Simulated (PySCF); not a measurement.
Mapped SMILES: `[BH2:1][n:2]1[cH:3][cH:4][cH:5][cH:6]1` (H(Xn): hydrogen on atom n).

Geometry: PBE0-D3(BJ)/def2-SVP; GIAO shifts from PySCF 2.14, gas phase, non-relativistic, averaged over equivalent atoms.

At PBE0/6-311+G(2d,p) (198 basis functions, 18 s wall time on 1 thread of an Arm Neoverse V1, shared host):
```json
{"atoms": "B1", "δ (ppm)": "45.2"}
{"atoms": "N2", "δ (ppm)": "230.5"}
{"atoms": "C3/C6", "δ (ppm)": "132.5"}
{"atoms": "C4/C5", "δ (ppm)": "120.6"}
{"atoms": "H(C3)/H(C6)", "δ (ppm)": "7.15"}
{"atoms": "H(C4)/H(C5)", "δ (ppm)": "6.68"}
{"atoms": "H(B1)", "δ (ppm)": "5.85"}
```

Referencing at the same level of theory: ¹¹B (σ = 102.42 ppm) against BF3·OEt2; NH3 for ¹⁵N (σ = 261.88 ppm); ¹³C (σ = 186.44 ppm), ¹H (σ = 31.51 ppm) vs TMS.

Task: Estimate the result of repeating the calculation with OPBE/pcSseg-2.

Result: 
```
      atoms  δ at OPBE/pcSseg-2  change
         B1                44.5    -0.7
         N2               233.2    +2.7
      C3/C6               131.0    -1.5
      C4/C5               120.3    -0.3
H(C3)/H(C6)                7.11   -0.04
H(C4)/H(C5)                6.67   -0.01
      H(B1)                5.74   -0.11
```

Referencing at the same level of theory: ¹¹B (σ = 97.73 ppm) vs BF3·OEt2; NH3 for ¹⁵N (σ = 262.82 ppm); TMS for ¹³C (σ = 184.41 ppm) and ¹H (σ = 31.20 ppm).

The largest change is at N2 (pyrrole-type ring nitrogen). Cost: 300 basis functions, 46 s wall time on 1 thread of an Arm Neoverse V2, shared host.

Experimental scales use liquid or dissolved standards, which lie at an offset from isolated NH3 (liquid NH3: subtract about 20 ppm). Unscaled 15N shifts of sp2 nitrogen often come out too high even then, by a few to some tens of ppm.
